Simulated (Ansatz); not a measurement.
Geometry optimisation, RKS PBE0-D4/def2-mTZVP (Ansatz 0.2.0).

Input file:

```yaml
crystal:
  periodic: [false, false, false]
  atoms:
    - { symbol: Ge, position_ang: [0.0, 0.0, 0.0] }
    - { symbol: C, position_ang: [0.0, 0.0, 2.31] }
    - { symbol: H, position_ang: [-0.9996, -0.3092, 2.6805] }
    - { symbol: H, position_ang: [0.7676, -0.7111, 2.6805] }
    - { symbol: H, position_ang: [0.232, 1.0203, 2.6805] }
    - { symbol: H, position_ang: [1.4616, 0.0, -0.5162] }
    - { symbol: H, position_ang: [-0.73, 1.2648, -0.5162] }
    - { symbol: H, position_ang: [-0.73, -1.2648, -0.5162] }
    - { symbol: H, position_ang: [0.6884, -1.615, 0.5833] }
    - { symbol: H, position_ang: [0.5495, -1.2893, 1.5621] }
basis:
  gaussian: { orbitals: def2-mTZVP }
hamiltonian:
  xc: pbe0
  dispersion: d4
relax:
  f_tol: 0.15
  max_steps: 25
  restrain:
    - { distance: [0, 8], at: 1.55, k: 30.0 }
    - { distance: [9, 1], at: 1.11, k: 30.0 }
    - { distance: [0, 1], at: 3.16, k: 30.0 }
    - { distance: [9, 8], at: 1.86, k: 30.0 }
```

Run as:

```bash
$ ansatz run input.yaml --threads 1 --pin off --max-ram 2048MiB --backend cpu --events-out ev --progress --plain --runs-dir out
```

Where does it end, and by what steps?

The run converged. The restraints hold the end off the free minimum. After 15 steps the energy has fallen by 3.785 eV (the restraints' own energy left out); H8 moved furthest, 1.48 Å. Joined: C2–H10 (1.59 → 1.10 Å).

```json
{"step": "0", "energy less start (eV)": "0.0000", "largest force component (eV/Å)": "4.517", "accepted": "yes"}
{"step": "1", "energy less start (eV)": "2.0590", "largest force component (eV/Å)": "4.159", "accepted": "yes"}
{"step": "2", "energy less start (eV)": "2.5335", "largest force component (eV/Å)": "3.744", "accepted": "yes"}
{"step": "3", "energy less start (eV)": "1.3020", "largest force component (eV/Å)": "3.974", "accepted": "yes"}
{"step": "4", "energy less start (eV)": "-0.4993", "largest force component (eV/Å)": "2.499", "accepted": "yes"}
{"step": "5", "energy less start (eV)": "-1.9568", "largest force component (eV/Å)": "1.377", "accepted": "yes"}
{"step": "6", "energy less start (eV)": "-2.7904", "largest force component (eV/Å)": "1.057", "accepted": "yes"}
{"step": "7", "energy less start (eV)": "-3.2575", "largest force component (eV/Å)": "1.360", "accepted": "yes"}
{"step": "8", "energy less start (eV)": "-3.4677", "largest force component (eV/Å)": "1.368", "accepted": "yes"}
{"step": "9", "energy less start (eV)": "-3.5725", "largest force component (eV/Å)": "1.224", "accepted": "yes"}
{"step": "10", "energy less start (eV)": "-3.6225", "largest force component (eV/Å)": "1.074", "accepted": "yes"}
{"step": "11", "energy less start (eV)": "-3.6899", "largest force component (eV/Å)": "0.801", "accepted": "yes"}
{"step": "12", "energy less start (eV)": "-3.7257", "largest force component (eV/Å)": "0.605", "accepted": "yes"}
{"step": "13", "energy less start (eV)": "-3.7491", "largest force component (eV/Å)": "0.585", "accepted": "yes"}
{"step": "14", "energy less start (eV)": "-3.7435", "largest force component (eV/Å)": "0.640", "accepted": "yes"}
{"step": "15", "energy less start (eV)": "-3.7854", "largest force component (eV/Å)": "0.504", "accepted": "yes"}
```

```xyz
10
Properties=species:S:1:pos:R:3
Ge -0.053 -0.437 -0.474
C 0.300 -0.144 2.667
H -0.789 -0.106 2.695
H 0.684 -0.169 3.687
H 0.685 0.742 2.164
H 1.239 0.394 -0.516
H -1.200 0.412 0.090
H -0.412 -0.873 -1.906
H 0.175 -1.676 0.416
H 0.611 -1.048 2.125
```

The run took 47 s on 1 thread of Arm Neoverse V1, with other jobs on the host, peak memory 0.15 GiB.
